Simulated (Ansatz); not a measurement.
Program: Ansatz. Geometries: PBE0-D4/def2-TZVP. ΔE: electronic, gas phase. CCSD(T)/CBS is the MP2 limit (def2-TZVPP, def2-QZVPP) plus CCSD(T) − MP2 in def2-TZVPP, frozen cores. This one scheme is used for every species. Functionals use def2-TZVPP. B3LYP here is the variant with VWN-RPA as its local correlation; programs differ in this. HSE06 is defined as in plane-wave codes. One conformer a species, not always the lowest.

`SB[O][AlH][Cl]` + H₂O → `[OH][AlH][Cl]` + `OBS`  (formal hydrolysis of the Al–O bond)

```tsv
level	ΔE (kcal/mol)	difference from CCSD(T)/CBS
PBE-D4	-0.5	-1.9
B3LYP-D4	1.1	-0.3
r2SCANh-D4	0.2	-1.2
r2SCAN0-D4	0.6	-0.8
HSE06-D4	0.4	-1.0
BHLYP-D4	2.0	0.6
ωB97X-V	0.1	-1.3
B3LYP	-0.1	-1.5
r2SCANh	0.0	-1.4
HSE06	-0.3	-1.7
LC-ωPBE	-0.5	-1.9
RPA@PBE/def2-TZVPP	0.6	-0.8
HF/def2-TZVPP	1.8	0.4
CCSD(T)/def2-TZVPP	0.7	-0.7
HF/def2-QZVPP	2.1	0.7
HF/CBS(def2)	2.1	0.7
CCSD(T)/CBS	1.4	0
```

Largest T1 diagnostic among the species: 0.013.

In def2-TZVPP, CCSD(T) changes the Hartree–Fock value by −1.1 kcal/mol (the triples alone add −0.2 kcal/mol) and MP2 by −1.2 kcal/mol. The D4 term adds +1.2 kcal/mol with B3LYP and +0.7 kcal/mol with PBE0; it sums over pairs of atoms, weighted by their polarisabilities, and B3LYP, whose exchange is more repulsive, gets the larger term. Leaving LDA and LC-ωPBE aside and taking each functional with its dispersion term where it has one, the values spread over 2.4 kcal/mol, from PBE-D4 to BHLYP-D4.
